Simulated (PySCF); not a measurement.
Species: C3H11NO2SSi2.
Z-matrix (Å and degrees, PBE0-D3(BJ)/def2-SVP geometry), rows numbered from 1:
```
C 
S   1  1.7838
O   2  1.4628  1  107.33
O   2  1.4655  1  107.40  3   130.97
C   2  1.7857  1  106.41  3  -115.80
C   5  1.5268  2  114.25  1    72.87
Si  6  1.8946  5  107.65  2   155.27
N   7  1.7417  6   98.72  5   -27.80
Si  8  1.7442  7  116.50  6    10.44
H   1  1.0973  2  109.53  3    55.14
H   1  1.0970  2  109.38  3   178.29
H   1  1.0983  2  105.05  3   -63.23
H   5  1.1032  2  105.65  1   -52.05
H   6  1.1036  5  108.26  2    39.40
H   6  1.1020  5  112.64  2   -79.60
H   7  1.4952  6  112.40  5  -147.49
H   7  1.4991  6  111.87  5    91.84
H   8  1.0143  7  121.97  6  -170.51
H   9  1.4906  5  111.01  2    91.47
H   9  1.4892  5  112.77  2   -31.75
```

Level: PBE0/pcSseg-1 in PySCF, non-relativistic, on one gas-phase PBE0-D3(BJ)/def2-SVP geometry that isn't relaxed in the solvent. The solvent is an IEF-PCM continuum (cavity from Bondi-type radii × 1.2). Only the electrostatic response of the medium enters.

```
run  E − E(gas) (kJ/mol)  HOMO (eV)  HOMO–LUMO gap (eV)  dipole (D)
gas                 0.00      -7.56                7.70        4.23
  P               -21.95      -7.44                7.72        4.85
  Q               -49.00      -7.37                7.75        5.79
```

Problem. The runs were made in benzene and methanol. Which run belongs to which solvent?

Solution. P = benzene, Q = methanol. The dielectric constants are 2.271 (benzene), 32.61 (methanol), and the energy falls further as ε rises. In this model the ground state sees the solvent through ε alone.

Problem. How constant is the ratio of the lowering to (ε − 1)/(2ε + 1)?

Solution. 
| solvent | (ε − 1)/(2ε + 1) | E − E(gas) (kJ/mol) | ratio (kJ/mol) | polarisation term (kJ/mol) |
| --- | --- | --- | --- | --- |
| benzene | 0.229 | -21.95 | -95.7 | -23.74 |
| methanol | 0.477 | -49.00 | -102.7 | -58.84 |

The ratio changes by +7.2 % in size from benzene to methanol. The polarisation term is half the interaction of the solute with the induced surface charges.
